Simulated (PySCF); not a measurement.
**How methods differ on the ionisation energy of K**

K [Ar] 4s1 (2S) → K⁺ [Ar] (1S), as a difference of total energies. Calculation: PySCF 2.14, in Sapporo-DKH3-DZP-2012 (6s5p1d, 26 functions); scalar relativity by spin-free X2C-1e. The calculations carry no spin-orbit coupling.

```json
{"method": "UHF", "ionisation energy (eV)": "4.023"}
{"method": "MN15", "ionisation energy (eV)": "4.220"}
{"method": "LDA", "ionisation energy (eV)": "4.549"}
```

For comparison: 4.341 eV (measured; NIST Atomic Spectra Database, ionization energies).
